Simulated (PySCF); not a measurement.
# ¹⁷O chemical shifts

Theory: geometry from GFN2-xTB, GIAO PBE0/pcSseg-1 shieldings, in PySCF (a single conformation, rapidly exchanging positions averaged, gas phase, non-relativistic).

Shieldings were converted by a linear fit to measured shifts: ¹⁷O (scatter 10.7 ppm rms, 12.2 ppm with the 3 outliers that the fit left out vs liquid water, solution or neat liquid). A few per cent of atoms miss by over 2 rms, more outside the fitted compound classes.

Task: Give the ¹⁷O shifts of `OC[C@@H]1CCO1`, `CC(C)C(=O)O`.

Result: 
| compound | environment | δ (ppm) |
| --- | --- | --- |
| [OH:1][CH2:2][C@@H:3]1[CH2:4][CH2:5][O:6]1 | O6: ether oxygen | -13.9 |
| [OH:1][CH2:2][C@@H:3]1[CH2:4][CH2:5][O:6]1 | O1: alcohol oxygen | -34.3 |
| [CH3:1][CH:2]([CH3:3])[C:4](=[O:5])[OH:6] | O5: carbonyl oxygen | 342.7 |
| [CH3:1][CH:2]([CH3:3])[C:4](=[O:5])[OH:6] | O6: acid hydroxyl oxygen | 152.9 |

Task: Match the shifts 331.9, 274.0, 62.5 ppm to `CC(C)c1ocpc1Cl`, `COc1scpc1C1CC1`, `O=S(=O)(Cl)Cl`.

Result: 331.9: O=S(=O)(Cl)Cl (S=O oxygen); 274.0: CC(C)c1ocpc1Cl (aromatic ring oxygen); 62.5: COc1scpc1C1CC1 (ether oxygen).

In solution the two oxygens of a carboxylic acid give one averaged line by proton exchange, and hydrogen bonding shields acid and N–H amide carbonyl oxygens by tens of ppm; neither is in these numbers.
